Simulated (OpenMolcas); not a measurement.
A run on Ru5+ among 4 point charges of -2.5 e arranged as a tetrahedron (Td), 1.78 Å from the ion.

| Item | Value |
| --- | --- |
| Program | OpenMolcas |
| Method | CASSCF |
| Basis | ANO-RCC-VDZP [6s5p3d1f] |
| Scalar Hamiltonian | DKH2, point nucleus |
| Active space | 3 electrons in 5 orbitals (4d) |
| State averaging | 2S+1 = 4 even, 10 roots; 2S+1 = 2 even, 40 roots |
| Spin-orbit coupling | RASSI with atomic mean-field integrals over the reference wave functions |

43 basis functions. Blocks (2S+1, parity, CSFs, roots kept): 4, even, 10, 10; 2, even, 40, 40.

Question: How long do the RASSCF and RASSI steps take on 1 thread of Arm Neoverse V1, on a shared host?

Answer: About 10 s of wall time, without the integral step.
